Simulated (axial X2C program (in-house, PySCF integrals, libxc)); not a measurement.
## Spin–orbit effects down a group: molecules with Sn (ions), HF

Calculated with an axial X2C code built on PySCF integrals, spin-free (one-electron X2C) or two-component (2c: spin–orbit coupling with atomic mean-field Coulomb and Gaunt terms, which also bring small scalar terms), in Dyall basis sets with cores contracted in-house; open shells are unrestricted.

Basis sets: Br dyall-cv3z, Cl dyall-av3z, F dyall-av3z, I dyall-cv3z, Sn dyall-cv3z.

| molecule | spin-free state | Re (Å) | ωe (cm⁻¹) | De (eV) | 2c state | Re 2c (Å) | ωe 2c (cm⁻¹) | De 2c (eV) |
| --- | --- | --- | --- | --- | --- | --- | --- | --- |
| SnF⁺ | M_S = 0, Λ = 0 | 1.853 | 733.6 | 3.18 | Ω = 0 | 1.853 | 733.5 | 2.83 |
| SnCl⁺ | M_S = 0, Λ = 0 | 2.262 | 438.9 | 2.77 | Ω = 0 | 2.263 | 438.7 | 2.37 |
| SnBr⁺ | M_S = 0, Λ = 0 | 2.400 | 307.7 | 2.47 | Ω = 0 | 2.401 | 306.9 | 1.98 |
| SnI⁺ | M_S = 0, Λ = 0 | 2.603 | 244.9 | 2.11 | Ω = 0 | 2.608 | 242.3 | n/a |

Fragments in 2c: Sn+ + F, Sn+ + Cl, Sn+ + Br, I + Sn+. Each entry is the lowest single determinant of a limited PBE0 search at one distance. De goes to single-determinant-based atoms at the same level (for ions the charge split of lowest energy) and is withheld (n/a) where an atom does not fit its ground term or J level. Main or longest-lived isotopes.
